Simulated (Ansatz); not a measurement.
Compare A (`B/C(C)=C/F`) with its isomer B (`FC1BCC1`).

Calculated with Ansatz (gas phase, PBE0-D4/def2-TZVP geometries, no zero-point term in ΔE). CBS: MP2 limit from def2 TZ/QZ plus the TZ coupled-cluster correction, frozen cores. Functionals use def2-TZVPP. B3LYP here is the variant with VWN-RPA as its local correlation; programs differ in this.

**Question.** Which isomer does CCSD(T)/CBS put lower? Give the gap. (Best estimate.)

**Answer.** Ansatz gave: A, by 30.6 kJ/mol.

**Question.** Give E(B) − E(A) in kJ/mol with B2PLYP, B3LYP-D4, ωB97M-V, PBE0-D4, B3LYP, CCSD/def2-TZVPP, CCSD(T)/def2-TZVPP. (An estimate is asked.)

**Answer.** Computed: B2PLYP 42.5, B3LYP-D4 47.9, ωB97M-V 25.4, PBE0-D4 19.5, B3LYP 48.4, CCSD/def2-TZVPP 32.8, CCSD(T)/def2-TZVPP 33.5. None reverses the order clearly.

Largest T1 diagnostic: 0.012.

From PBE to PBE0 (25 % exact exchange), in def2-TZVPP and without D4, E(B) − E(A) moves by −7.8 kJ/mol. In def2-TZVPP, CCSD(T) changes the Hartree–Fock value by −25.7 kJ/mol (the triples alone add +0.7 kJ/mol) and MP2 by −32.2 kJ/mol.
